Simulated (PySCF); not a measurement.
# Vibration and rotation of BiF⁺

M06-2X constants of BiF⁺, ²Π (doublet), unpaired electrons π ↑ (basis Bi def2-SVPD with ECP60, F def2-SVPD; scalar-relativistic core potentials; PySCF 2.14; masses 208.9804 and 18.9984 u):

| Quantity | Value |
| --- | --- |
| ωe | 652.5 cm⁻¹ |
| ωexe | 2.19 cm⁻¹ |
| Be | 0.24531 cm⁻¹ |
| αe | 0.00118 cm⁻¹ |
| D (centrifugal) | 1.39e-07 cm⁻¹ |

(1) Give the vibrational terms G(v) and spacings up to v = 6.

Spin–orbit coupling is left out, which matters for elements this heavy, above all for dissociation energies. The state is the lowest determinant that a PBE0 search found; another state may lie lower at other levels.

## Answers

(1) G(v) = ωe(v+½) − ωexe(v+½)².

```tsv
v	G(v) (cm⁻¹)	G(v) − G(v−1)	Bv (cm⁻¹)
0	325.7		0.2447
1	973.8	648.1	0.2435
2	1617.6	643.7	0.2424
3	2256.9	639.4	0.2412
4	2891.9	635.0	0.2400
5	3522.5	630.6	0.2388
6	4148.7	626.2	0.2376
```
